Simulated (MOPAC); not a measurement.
Job for MOPAC: PM7 on IrCl, 2S+1 = 3, a spin state set in the input, which need not be the lowest, a point of a bond scan (R = 2.058 Å).

```
PM7 1SCF PRECISE CHARGE=0 UHF MS=1 THREADS=1
ClIr

Ir     0.00000000 1     0.00000000 1     0.00000000 1
Cl     0.00000000 1     0.00000000 1     2.05758800 1
```

It printed:

```
*******************************************************************************
 **                                                                           **
 **                              MOPAC v23.2.5                                **
 **                                                                           **
 *******************************************************************************
 ** MOPAC's Digital Object Identifier: https://doi.org/10.5281/zenodo.6511958 **
 **                                                                           **
 ** Please cite the open-source release paper for use of this MOPAC version:  **
 ** J. E. Moussa and J. J. P. Stewart (2026)                                  **
 ** MOPAC: An open-source semiempirical molecular orbital program             **
 ** J. Open Source Softw., 11(119), 8025, https://doi.org/10.21105/joss.08025 **
 *******************************************************************************

                              PM7 CALCULATION RESULTS

 *******************************************************************************
 *  PM7        - The PM7 Hamiltonian to be used
 *  UHF        - UNRESTRICTED HARTREE-FOCK CALCULATION
 *
 *
 *
 *                 CHARGE ON SYSTEM = 0
 *
 *
 *
 *  MS=        - IN MECI, MAGNETIC COMPONENT OF SPIN =  1.0
 *  PRECISE    - TIGHTER CRITERIA TO BE USED
 *  1SCF       - DO 1 SCF AND THEN STOP
 *  THREADS=1  - MULTI-THREADING NOT USED
 *  T=         - A TIME OF 172800.0 SECONDS REQUESTED
 *  DUMP=N     - RESTART FILE WRITTEN EVERY 7200.0 SECONDS REQUESTED
 *******************************************************************************
PM7 1SCF PRECISE CHARGE=0 UHF MS=1 THREADS=1
 ClIr

   ATOM   CHEMICAL          X               Y               Z
  NUMBER   SYMBOL      (ANGSTROMS)     (ANGSTROMS)     (ANGSTROMS)

     1      Ir          0.00000000  *   0.00000000  *   0.00000000  *
     2      Cl          0.00000000  *   0.00000000  *   2.05758800  *



          CARTESIAN COORDINATES

    NO.       ATOM           X           Y           Z

     1        Ir          0.0000      0.0000      0.0000
     2        Cl          0.0000      0.0000      2.0576

 General Reference for PM7:
 "Optimization of Parameters for Semiempirical Methods VI: More Modifications to the
 NDDO Approximations and Re-optimization of Parameters", J. J. P. Stewart, J. Mol. Mod., 1:32, 19 (2013)
 https://link.springer.com/article/10.1007/s00894-012-1667-x

           Empirical Formula: Ir Cl  =     2 atoms



      MOLECULAR POINT GROUP   :   C*v


          UHF CALCULATION, NO. OF ALPHA ELECTRONS =    9
                           NO. OF BETA  ELECTRONS =    7

 -------------------------------------------------------------------------------
 PM7 1SCF PRECISE CHARGE=0 UHF MS=1 THREADS=1
 ClIr



     1SCF WAS SPECIFIED, SO BFGS WAS NOT USED
     SCF FIELD WAS ACHIEVED


                              PM7 CALCULATION
                                                       MOPAC v23.2.5 Linux




          FINAL HEAT OF FORMATION =        111.83875 KCAL/MOL =     467.93334 KJ/MOL


          COSMO AREA              =         99.32 SQUARE ANGSTROMS
          COSMO VOLUME            =         88.52 CUBIC ANGSTROMS

          IONIZATION POTENTIAL    =          9.595220 EV
          ALPHA SOMO LUMO (EV)    =        -10.238 -3.093
          BETA  SOMO LUMO (EV)    =         -9.595 -2.762
          NO. OF ALPHA ELECTRONS  =          9
          NO. OF BETA  ELECTRONS  =          7
          MOLECULAR WEIGHT        =        227.6730         POINT GROUP:  C*v

          MOLECULAR DIMENSIONS (Angstroms)

            Atom       Atom       Distance
           Cl     2   Ir     1     2.05759
           Cl     2   Ir     1     0.00000
           Ir     1   Cl     2     0.00000


          SCF CALCULATIONS        =          1





   ATOM   CHEMICAL          X               Y               Z
  NUMBER   SYMBOL      (ANGSTROMS)     (ANGSTROMS)     (ANGSTROMS)

     1      Ir          0.00000000  *   0.00000000  *   0.00000000  *
     2      Cl          0.00000000  *   0.00000000  *   2.05758800  *

                             CARTESIAN COORDINATES

   1   Ir        0.000000000     0.000000000     0.000000000
   2   Cl        0.000000000     0.000000000     2.057588000


           Empirical Formula: Ir Cl  =     2 atoms



      MOLECULAR POINT GROUP   :   C*v


          ALPHA EIGENVALUES
 -27.68177 -16.08857 -14.40326 -14.40326 -10.96243 -10.96243 -10.58065 -10.58065
 -10.23788  -3.09323  21.38948  21.38948  21.42988  64.31755  64.48313  64.48313
  64.68275  64.68275


           BETA EIGENVALUES
 -26.53996 -15.77005 -13.23834 -13.23834  -9.87076  -9.87076  -9.59522  -2.76248
  -2.76248  -2.51764  21.40727  21.40727  21.46059  64.34179  64.56012  64.56012
  64.90072  64.90072


              NET ATOMIC CHARGES AND DIPOLE CONTRIBUTIONS

  ATOM NO.   TYPE          CHARGE      No. of ELECS.   s-Pop       p-Pop       d-Pop
    1         Ir          -0.258048        9.2580     1.51441     0.01836     7.72528
    2         Cl           0.258048        6.7420     1.97845     4.76251     0.00099
 DIPOLE           X         Y         Z       TOTAL
 POINT-CHG.     0.000     0.000     2.550     2.550
 HYBRID        -0.000    -0.000    -1.270     1.270
 SUM           -0.000    -0.000     1.281     1.281


          ATOMIC ORBITAL ELECTRON POPULATIONS

     Atom    s        px        py        pz      x^2-y^2     xz        z^2       yz        xy
    1 Ir   1.51441   0.00165   0.00165   0.01506   1.99994   1.15436   1.41669   1.15436   1.99994
    2 Cl   1.97845   1.84384   1.84384   1.07483   0.00006   0.00015   0.00057   0.00015   0.00006


                    (SZ)    =    1.000000
                    (S**2)  =    2.162941


          ATOMIC ORBITAL SPIN POPULATIONS

    Atom   Total    s     px     py     pz   x^2-y^2  xz     z^2    yz     xy
         Atomic
    1 Ir  1.7553  0.308 -0.000 -0.000 -0.001  0.000  0.846 -0.243  0.846  0.000
    2 Cl  0.2447  0.011  0.155  0.155 -0.075 -0.000  0.000  0.000  0.000 -0.000

 **********************
 *                    *
 * JOB ENDED NORMALLY *
 *                    *
 **********************




 == MOPAC DONE ==
```

The run finished. Its determinant has ⟨S²⟩ = 2.16, a mixture of spin states.

Cost: around 0.03 core-seconds (rough).
